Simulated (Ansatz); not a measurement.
Relaxation of Cl2FH3Si (7 atoms, charge 0, multiplicity 1), to a largest force component of 0.03 eV/Å in at most 50 steps.

Level of theory: UKS LDA/def2-SVP (Ansatz 0.2.0).

```xyz
7
Properties=species:S:1:pos:R:3:forces:R:3
Si -0.762 0.244 -0.184 0.54 0.83 0.01
H 1.706 -0.749 0.416 -0.52 -2.74 0.08
Cl -0.242 -1.084 -1.633 0.00 0.00 0.00
Cl -0.910 -0.672 1.625 0.00 0.00 -0.01
H -2.054 0.892 -0.534 0.00 0.00 0.00
H 1.887 -0.061 0.407 0.78 2.59 -0.01
F 0.374 1.430 -0.098 -0.80 -0.69 -0.08
```

Where does it end, and by what steps?

It converged. The force dipped under the threshold on the way, but the program's further checks kept it going. After 13 steps the energy has fallen by 0.169 eV; H2 moved furthest, 0.67 Å.

```
step  energy less start (eV)  largest force component (eV/Å)  accepted
   0                  0.0000                           2.744       yes
   1                 -0.1424                           0.511       yes
   2                 -0.1623                           0.275       yes
   3                 -0.1649                           0.142       yes
   4                 -0.1658                           0.056       yes
   5                 -0.1670                           0.042       yes
   6                 -0.1556                           0.744        no
   7                 -0.1678                           0.054       yes
   8                 -0.1685                           0.006       yes
   9                 -0.1681                           0.184        no
  10                 -0.1687                           0.024       yes
  11                 -0.1688                           0.082       yes
  12                 -0.1689                           0.032       yes
  13                 -0.1690                           0.001       yes
```

```xyz
7
Properties=species:S:1:pos:R:3
Si -0.925 0.264 -0.220
H 2.360 -0.764 0.573
Cl -0.479 -1.079 -1.677
Cl -1.138 -0.676 1.568
H -2.149 1.036 -0.565
H 2.023 -0.075 0.419
F 0.309 1.294 -0.098
```

Whether the end is a true minimum wasn't checked by a vibrational analysis.

Time of the run: 16 s on 2 threads of Arm Neoverse V2 (shared host), peak memory 0.13 GiB.
